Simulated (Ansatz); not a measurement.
One change: `C#[C][Ti]([F])([F])[Cl]` becomes `C#[C][Ti]([OH])([F])[F]`.

Ansatz, PBE0-D4/def2-TZVP geometries, multiplicity 1. Each molecule was computed in one conformer, which needn't be the lowest.

Scalar relativity is left out up to krypton.

| property | `C#[C][Ti]([F])([F])[Cl]` |
| --- | --- |
| LUMO energy (PBE/def2-TZVPP) / eV | -4.34 |
| size of the dipole moment (PBE/def2-TZVPP) / D | 1.65 |
| HOMO–LUMO gap (ωB97M-V/def2-TZVPP) / eV | 9.67 |
| LUMO energy (PBE0/def2-TZVPP) / eV | -3.54 |
| HOMO energy (B3LYP/def2-TZVPP) / eV | -8.63 |
| LUMO energy (B3LYP/def2-TZVPP) / eV | -3.78 |

Give the same properties after the change, and the shifts. (Estimate.)

Ansatz gave: 
```tsv
property	`C#[C][Ti]([OH])([F])[F]`	shift
LUMO energy (PBE/def2-TZVPP) / eV	-3.68	0.66
size of the dipole moment (PBE/def2-TZVPP) / D	2.29	0.64
HOMO–LUMO gap (ωB97M-V/def2-TZVPP) / eV	10.14	0.47
LUMO energy (PBE0/def2-TZVPP) / eV	-2.77	0.77
HOMO energy (B3LYP/def2-TZVPP) / eV	-8.22	0.41
LUMO energy (B3LYP/def2-TZVPP) / eV	-3.06	0.72
```

With PBE0 the HOMO rises by 0.41 eV and the LUMO rises by 0.77 eV, so the gap widens by about 0.36 eV. PBE moves the HOMO by 0.43 eV and ωB97M-V by 0.37 eV. The zero-point energy changes by 29.1 kJ/mol with +3 modes. Dipoles are sizes alone; their direction can turn.

B3LYP here is the variant with VWN-RPA as its local correlation; programs differ in this.
